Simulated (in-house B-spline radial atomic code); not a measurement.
A fraction x of an electron is moved 2p → 3p in the potassium ion K⁵⁺, starting from [Ne] 3s2 3p2 and keeping the highest spin. Computed with a radial B-spline atomic code at the basis-set limit: scalar-relativistic (X2C) OLYP, spin-polarised, spherical fractional occupations, Fermi nucleus of rms radius 3.4349 fm.

```json
{"x": "0", "E(x) - E(0) (eV)": "0.0000", "2p down level (eV)": "-367.205", "3p up level (eV)": "-90.944"}
{"x": "0.125", "E(x) - E(0) (eV)": "34.6984", "2p down level (eV)": "-370.657", "3p up level (eV)": "-91.745"}
{"x": "0.25", "E(x) - E(0) (eV)": "69.7275", "2p down level (eV)": "-374.093", "3p up level (eV)": "-92.541"}
{"x": "0.375", "E(x) - E(0) (eV)": "?", "2p down level (eV)": "?", "3p up level (eV)": "?"}
{"x": "0.5", "E(x) - E(0) (eV)": "140.7728", "2p down level (eV)": "-380.919", "3p up level (eV)": "-94.118"}
{"x": "0.625", "E(x) - E(0) (eV)": "?", "2p down level (eV)": "?", "3p up level (eV)": "?"}
{"x": "0.75", "E(x) - E(0) (eV)": "213.1241", "2p down level (eV)": "-387.677", "3p up level (eV)": "-95.677"}
{"x": "0.875", "E(x) - E(0) (eV)": "249.7852", "2p down level (eV)": "-391.027", "3p up level (eV)": "-96.451"}
{"x": "1", "E(x) - E(0) (eV)": "286.7672", "2p down level (eV)": "-394.356", "3p up level (eV)": "-97.222"}
```

Q: What belongs in the row x = 0.375?

A: An energy change of 105.0861 eV; 2p down at -377.515 eV, 3p up at -93.331 eV.

Q: What belongs in the row x = 0.625?

A: An energy change of 176.7861 eV; 2p down at -384.307 eV, 3p up at -94.900 eV.

Q: Check Janak's theorem between x = 0.125 and 0.25.

A: The slope of the energy is 280.23 eV; the orbital levels give 280.23 eV (ε of the receiving orbital less ε of the emptying one, averaged over the two points).
